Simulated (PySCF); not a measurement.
Working out the ionisation energy of B⁺

B⁺ [He] 2s2 (1S) → B²⁺ [He] 2s1 (2S). Calculation: PySCF 2.14, in def2-TZVPPD (6s3p3d1f, 37 functions); no relativity, point nucleus. Frozen: nothing. Energies in hartree (1 hartree = 27.21139 eV):

```json
{"part": "UHF", "B⁺ (lower)": "-24.236833", "B²⁺ (upper)": "-23.375406"}
{"part": "CCSD correlation", "B⁺ (lower)": "-0.074680", "B²⁺ (upper)": "-0.015602"}
{"part": "(T)", "B⁺ (lower)": "-0.000256", "B²⁺ (upper)": "-0.000008"}
```

Q: What does Hartree-Fock give?

A: (-23.375406) − (-24.236833) = 0.861427 hartree = 23.441 eV.

Q: What do CCSD and CCSD(T) give?

A: The CCSD correlation energies differ by 0.059078 hartree = 1.608 eV and the triples by 0.000248 hartree = 0.007 eV, so CCSD gives 25.049 eV and CCSD(T) 25.056 eV.

Measured between the centres of the two terms (NIST): 25.155 eV, so CCSD(T) (valence and next inner shell) is off by -0.099 eV.

What remains against the reference includes basis incompleteness and higher excitations.
